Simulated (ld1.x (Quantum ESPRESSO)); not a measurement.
# Zn (Z = 30), ultrasoft: configuration errors across variants

Zn, ultrasoft, made with ld1.x (Quantum ESPRESSO) 7.5 (LDA (PZ), scalar-relativistic). Core [Ar], reference 3d10 4s1.5 4p0 (charge +0.5). Waves: 4s (bound): rcut 1.75, rcutus 2.05 bohr; 4s channel at 2.5 Ry: rcut 1.75, rcutus 2.05 bohr; 4p (bound, empty): rcut 2.65, rcutus 3.20 bohr; 4p channel at 1.85 Ry: rcut 2.65, rcutus 3.20 bohr; 3d (bound): rcut 0.90, rcutus 1.10 bohr; 3d channel at -0.65 Ry: rcut 0.90, rcutus 1.10 bohr. Local part: all-electron potential smoothed inside 0.90 bohr (lloc = -1). Core correction: none. Augmentation charge: PSQ, radius 0.75 bohr.

All-electron excitation energies from the reference (eV): (1) 3d10 4s2 4p0 -4.078; (2) 3d10 4s1 4p0 6.112; (3) 3d10 4s0 4p0 24.881; (4) 3d9 4s0 4p0 65.771; (5) 3d10 4s0 4p2 6.676; (6) 3d10 4s1 4p1 1.106.

The overlap operator is not positive definite (basis up to 400 Ry) in “base”, “waves 3d (bound): rcut 0.76, rcutus 0.80 bohr; 3d channel at -0.65 Ry: rcut 0.76, rcutus 0.80 bohr”, “waves 3d (bound): rcut 0.88, rcutus 0.94 bohr; 3d channel at -0.65 Ry: rcut 0.88, rcutus 0.94 bohr”, “waves 3d (bound): rcut 0.90, rcutus 1.04 bohr; 3d channel at -0.65 Ry: rcut 0.90, rcutus 1.04 bohr”, “waves 3d (bound): rcut 0.90, rcutus 1.12 bohr; 3d channel at -0.65 Ry: rcut 0.90, rcutus 1.12 bohr”, “waves 3d (bound): rcut 0.90, rcutus 1.22 bohr; 3d channel at -0.65 Ry: rcut 0.90, rcutus 1.22 bohr”, “waves 3d (bound): rcut 0.90, rcutus 1.32 bohr; 3d channel at -0.65 Ry: rcut 0.90, rcutus 1.32 bohr”, “waves 3d (bound): rcut 0.90, rcutus 1.58 bohr; 3d channel at -0.65 Ry: rcut 0.90, rcutus 1.58 bohr”, “waves 3d (bound): rcut 0.90, rcutus 1.62 bohr; 3d channel at -0.65 Ry: rcut 0.90, rcutus 1.62 bohr”. Such files are unfit for use, however small their errors in these radial tests.

1 further variants failed, have other tests or too few solved ones, and are left out.

A true bound ghost makes a file unfit for plane-wave use even where its test errors are small: the radial tests pick states by their node count and pass the ghost by.

Errors AE − PS in meV (a dash: test not solved or not reliable):

| change | (1) | (2) | (3) | (4) | (5) | (6) | bound ghosts |
| --- | --- | --- | --- | --- | --- | --- | --- |
| base | +0.9 | +0.2 | +11 | -23 | -4.1 | -0.3 | s (p not tested, overlap not positive) |
| waves 3d (bound): rcut 0.76, rcutus 0.80 bohr; 3d channel at -0.65 Ry: rcut 0.76, rcutus 0.80 bohr | +0.4 | -1.2 | -19 | -39 | -34 | -4.2 | s (p not tested, overlap not positive) |
| waves 3d (bound): rcut 0.88, rcutus 0.94 bohr; 3d channel at -0.65 Ry: rcut 0.88, rcutus 0.94 bohr | +1.1 | 0.0 | +11 | -20 | -3.0 | -0.3 | s (p not tested, overlap not positive) |
| waves 3d (bound): rcut 0.90, rcutus 1.04 bohr; 3d channel at -0.65 Ry: rcut 0.90, rcutus 1.04 bohr | +1.0 | +0.3 | +12 | -22 | -3.0 | -0.2 | s (p not tested, overlap not positive) |
| waves 3d (bound): rcut 0.90, rcutus 1.12 bohr; 3d channel at -0.65 Ry: rcut 0.90, rcutus 1.12 bohr | +0.9 | +0.2 | +10 | -24 | -5.1 | -0.4 | s (p not tested, overlap not positive) |
| waves 3d (bound): rcut 0.90, rcutus 1.22 bohr; 3d channel at -0.65 Ry: rcut 0.90, rcutus 1.22 bohr | +0.8 | 0.0 | +6.6 | -27 | -9.2 | -1.0 | s (p not tested, overlap not positive) |
| waves 3d (bound): rcut 0.90, rcutus 1.32 bohr; 3d channel at -0.65 Ry: rcut 0.90, rcutus 1.32 bohr | +0.7 | -0.2 | +2.4 | -30 | -13 | -1.6 | s (p not tested, overlap not positive) |
| waves 3d (bound): rcut 0.90, rcutus 1.58 bohr; 3d channel at -0.65 Ry: rcut 0.90, rcutus 1.58 bohr | +0.4 | -0.7 | -7.1 | -42 | -21 | -2.5 | s (p not tested, overlap not positive) |
| waves 3d (bound): rcut 0.90, rcutus 1.62 bohr; 3d channel at -0.65 Ry: rcut 0.90, rcutus 1.62 bohr | +0.4 | -0.8 | -8.5 | -45 | -22 | -2.6 | s (p not tested, overlap not positive) |

Task: Give the same row for: waves 3d (bound): rcut 0.90, rcutus 1.44 bohr; 3d channel at -0.65 Ry: rcut 0.90, rcutus 1.44 bohr.

Result: +0.6, -0.5, -3.0, -35, -18, -2.2; bound ghosts: s (p not tested, overlap not positive). Its overlap operator is not positive definite in a basis up to 400 Ry (lowest eigenvalue p -0.16), so the file is unfit for use: the generalised eigenproblem breaks down once the basis is large enough, and its test numbers describe a broken file.
